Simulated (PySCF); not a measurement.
Compound: C₂H₁₁NSi₂.
Bonds: N1–Si2, Si2–C3, C3–C4, C4–Si5. Hydrogens: H6, H7 on N1; H8, H9 on Si2; H10, H11 on C3; H12, H13 on C4; H14, H15, H16 on Si5.

All values: PBE0/pcSseg-1 and CAM-B3LYP/def2-SVPD (PySCF, non-relativistic), on one gas-phase PBE0-D3(BJ)/def2-SVP geometry that isn't relaxed in the solvent. The solvent is an IEF-PCM continuum (van der Waals radii × 1.2). Only the electrostatic response of the medium enters.

Gas phase at PBE0/pcSseg-1: HOMO -7.28 eV, LUMO 0.60 eV, dipole 1.81 D.

**Question.** What does the continuum do to the energy, the frontier levels and the dipole at PBE0/pcSseg-1 in benzene and chloroform?

**Answer.** 
```
   solvent      ε  E(solvent) − E(gas) (kcal/mol)  polarisation term (kcal/mol)  distortion of the solute (kcal/mol)  HOMO (eV)  LUMO (eV)  dipole (D)
   benzene  2.271                           -1.59                         -1.66                                 0.07      -7.22       0.66        2.01
chloroform  4.711                           -2.56                         -2.74                                 0.18      -7.21       0.68        2.13
```

The first energy column is the sum of the next two and covers electrostatics alone. From benzene to chloroform the lowering changes by a factor 1.61, Onsager's factor (ε − 1)/(2ε + 1) by 1.55 and ε itself by 2.1.

**Question.** Which radius a makes the point-dipole formula ΔE = −[(ε − 1)/(2ε + 1)]·μ²/a³ give the value in chloroform, with the gas-phase dipole?

**Answer.** μ = 0.713 au and |ΔE| = 0.00408 Eh give a = 1.87 Å; the farthest nucleus lies 3.74 Å from the centroid of the nuclei, so such a sphere wouldn't even hold the nuclei. The formula assumes a rigid point dipole at the centre of a sphere.

**Question.** How do the nuclear quadrupole coupling constants eQVzz/h respond in benzene?

**Answer.** 
```csv
nucleus,Q (barn),gas (MHz),solvent (MHz),η gas,η solvent
14N at N1,0.02044,-4.62,-4.51,0.31,0.29
```

Gas phase at CAM-B3LYP/def2-SVPD: HOMO -8.76 eV, LUMO 1.02 eV, dipole 1.68 D.

**Question.** What does the continuum do to the energy, the frontier levels and the dipole at CAM-B3LYP/def2-SVPD in benzene?

**Answer.** 
| solvent | ε | E(solvent) − E(gas) (kcal/mol) | polarisation term (kcal/mol) | distortion of the solute (kcal/mol) | HOMO (eV) | LUMO (eV) | dipole (D) |
| --- | --- | --- | --- | --- | --- | --- | --- |
| benzene | 2.271 | -1.53 | -1.62 | 0.09 | -8.70 | 1.14 | 1.91 |

**Question.** How does the static polarisability (CAM-B3LYP/def2-SVPD, frozen core, with the continuum's full static response) change?

**Answer.** 
| medium | isotropic (au) | principal values (au) | ⟨r²⟩ of the electrons (bohr²) |
| --- | --- | --- | --- |
| gas | 87.8 | 78.6, 83.3, 101.5 | 1081.0 |
| benzene | 100.0 | 91.1, 96.1, 112.9 | 1080.9 |

The isotropic value in benzene is 1.14 times the gas-phase one; no cavity-field correction is applied. ⟨r²⟩ is taken about the centre of nuclear charge.

Time: 13 s wall; peak memory 1.0 GiB. Hardware: an Arm Neoverse V1 with one thread, shared host. This is the whole shielding run at PBE0/pcSseg-1 in chloroform, SCF included.

The values belong to the conformer `[NH2:1][SiH2:2][CH2:3][CH2:4][SiH3:5]`: N1–Si2–C3–C4 -168°, Si2–C3–C4–Si5 -65°, H–N1–Si2–C3 61°, H–N1–Si2–C3 -159°.
